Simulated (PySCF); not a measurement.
Species: C6H11O (doublet state).
Z-matrix (Å and degrees, GFN2-xTB geometry), rows numbered from 1:
```
C 
C   1  1.4662
C   2  1.5689  1  113.29
O   3  1.4005  2  111.08  1    67.42
C   3  1.5376  2  110.27  1   -57.74
C   5  1.4943  3  111.03  2  -172.55
C   6  1.3197  5  124.22  3   121.91
H   1  1.0734  2  120.70  3   -82.50
H   1  1.0724  2  121.08  3    93.49
H   2  1.0938  1  110.52  3   118.33
H   2  1.0916  1  111.00  3  -120.31
H   3  1.0954  2  108.45  1  -177.69
H   4  0.9655  3  108.22  2   -62.59
H   5  1.0956  3  108.07  2    66.91
H   5  1.0904  3  109.28  2   -50.80
H   6  1.0816  5  115.10  3   -56.75
H   7  1.0764  6  122.17  5  -179.60
H   7  1.0781  6  121.64  5     1.02
```

The hyperfine couplings belong to this conformer and change with its torsions.

Identity: `[CH2]C[C@H](O)CC=C` [radical].

Computed, not measured: PySCF, UKS B3LYP, pcH-1 on C H O, non-relativistic, mean-field spin-orbit, GIAO. Isolated species at its GFN2-xTB geometry (one conformer only). The geometry wasn't refined by DFT: couplings that depend on bond lengths, twists or pyramidal angles can differ widely from those at the functional's own minimum. No stability test was run, so a lower SCF solution isn't excluded.

(1) What is the g tensor, term by term?

(2) At 9.525 GHz, how far is the centre of the isotropic spectrum from where a free electron (g = 2.002319) resonates?

(3) What are the electron Larmor frequencies g μB B/h along the three axes at 1200 mT?

(4) In a frozen sample, at which fields do the three g values resonate at 9.5, 34, 94 and 263 GHz (hyperfine left aside), and which band first spreads them over more than twice a line width of 1.0 mT?

Results:

(1) 
```tsv
Δg (ppm)	1	2	3
relativistic mass correction	-140	-140	-140
gauge correction	8	35	29
orbital Zeeman/spin–orbit	-5	660	1144
total	-138	554	1033
```

So g = 2.00218, 2.00287, 2.00335 and g_iso = 2.00280; the tensor is rhombic: the two nearest values differ by 41 % of g3 − g1. Axes: g2 points within 8° of the C1–C2 bond.

(2) B = hν/(g μB) with μB/h = 13.99624 MHz/mT gives 339.88 mT for the free electron and 339.79 mT at g_iso, 0.08 mT lower.

(3) 33.6276, 33.6392, 33.6473 GHz for g1, g2 and g3, a range of 19.7 MHz.

(4) 
```json
{"band": "X", "GHz": "9.5", "B(g3) mT": "338.81", "B(g2) mT": "338.89", "B(g1) mT": "339.01", "spread mT": "0.20"}
{"band": "Q", "GHz": "34.0", "B(g3) mT": "1212.58", "B(g2) mT": "1212.87", "B(g1) mT": "1213.29", "spread mT": "0.71"}
{"band": "W", "GHz": "94.0", "B(g3) mT": "3352.43", "B(g2) mT": "3353.23", "B(g1) mT": "3354.39", "spread mT": "1.96"}
{"band": "J", "GHz": "263.0", "B(g3) mT": "9379.66", "B(g2) mT": "9381.90", "B(g1) mT": "9385.14", "spread mT": "5.48"}
```

The spread grows in proportion to the frequency. J band is the first where it exceeds 2.0 mT.

The Mulliken spin populations are largest on C1 (+1.06), C2 (-0.09) and C3 (+0.06). No atom but C1 exceeds +0.15. The positive populations add up to 1.19 and the negative ones to -0.19, together 2S = 1. The angles at C1 add up to 359.9°, so it is planar; its axial dipolar tensor and the negative couplings of its protons fit spin in a p orbital normal to that plane.

The HOMO–LUMO gaps are 6.11 eV among the α and 5.04 eV among the β orbitals.
